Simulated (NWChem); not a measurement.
Molecule: GeSiH₃F₃; SMILES [F][Ge]([F])([F])[SiH3]

Task: Give the equilibrium geometry at PBE0/def2-SVP (NWChem) as a Z-matrix, with the point group.

Result: point group C3v; any orientation.
```
Ge
F 1 1.7240
F 1 1.7240 2 104.84
F 1 1.7240 2 104.84 3 -110.15
Si 1 2.3768 2 113.78 4 -124.93
H 5 1.4880 1 107.23 2 -179.97
H 5 1.4880 6 111.61 1 -117.16
H 5 1.4880 6 111.61 7 -125.67
```
